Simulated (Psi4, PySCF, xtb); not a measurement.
Approach curve of the dimer H4OSi ··· O2S (SMILES O[SiH3] and O=S=O). Monomers: optimised at B3LYP-D3(BJ) (def2-TZVP), held rigid. Orientation: a higher rigid-body minimum at GFN2-xTB. The monomers approach along the line of their centres of mass (distance R); nothing else relaxes.

Geometry at R = 3.21 Å (first 6 atoms: monomer A):
```
9

Si    -0.3992    -0.0145     0.0183
O      1.1399     0.5796    -0.0769
H     -0.6089    -0.7929     1.2644
H     -0.7173    -0.8961    -1.1325
H     -1.2875     1.1640     0.0078
H      1.8729    -0.0401    -0.0811
O      3.4953     0.8323     1.2115
S      2.4529     1.7989     1.4321
O      1.6177     1.6662     2.5959
```

- RKS-B3LYP/LANL2DZ = restricted B3LYP/LANL2DZ, with its core potentials past Ne, no counterpoise correction in PySCF
- RHF/STO-3G = restricted Hartree-Fock/STO-3G, no counterpoise correction (PySCF)
- GFN1-xTB (xtb)
- SAPT0/jun-cc-pVDZ, frozen core (Psi4)

Interaction energies in kJ/mol; the last columns give the difference from SAPT0:

```
R / Å  RKS-B3LYP/LANL2DZ  RHF/STO-3G  GFN1-xTB  SAPT0/jun-cc-pVDZ  RKS-B3LYP/LANL2DZ − SAPT0/jun-cc-pVDZ  RHF/STO-3G − SAPT0/jun-cc-pVDZ  GFN1-xTB − SAPT0/jun-cc-pVDZ
-----  -----------------  ----------  --------  -----------------  -------------------------------------  ------------------------------  ----------------------------
2.98               18.61       34.01    -32.00               9.74                                   8.86                           24.26                        -41.74
3.21              -15.69        1.47    -34.92             -11.41                                  -4.28                           12.88                        -23.51
3.45              -26.45      -10.32    -26.74             -19.97                                  -6.49                            9.64                         -6.78
3.61              -26.96      -12.09    -20.83             -21.11                                  -5.85                            9.01                          0.28
3.94              -22.11      -10.49    -12.21             -18.41                                  -3.71                            7.92                          6.19
4.23              -16.79       -8.01     -8.28             -14.51                                  -2.29                            6.49                          6.22
4.71              -10.18       -5.02     -5.15              -9.14                                  -1.04                            4.12                          3.99
5.39               -5.24       -2.79     -2.97              -4.83                                  -0.41                            2.04                          1.86
6.42               -2.46       -1.35     -1.38              -2.14                                  -0.31                            0.79                          0.76
7.74               -1.17       -0.64     -0.62              -0.95                                  -0.22                            0.31                          0.33
```

RKS-B3LYP/LANL2DZ is furthest from SAPT0/jun-cc-pVDZ at 2.98 (8.86 kJ/mol, above); its mean absolute difference over the points is 3.35 kJ/mol.

RHF/STO-3G is furthest from SAPT0/jun-cc-pVDZ at 2.98 (24.26 kJ/mol, above); its mean absolute difference over the points is 7.75 kJ/mol.

GFN1-xTB is furthest from SAPT0/jun-cc-pVDZ at 2.98 (-41.74 kJ/mol, below); its mean absolute difference over the points is 9.17 kJ/mol.
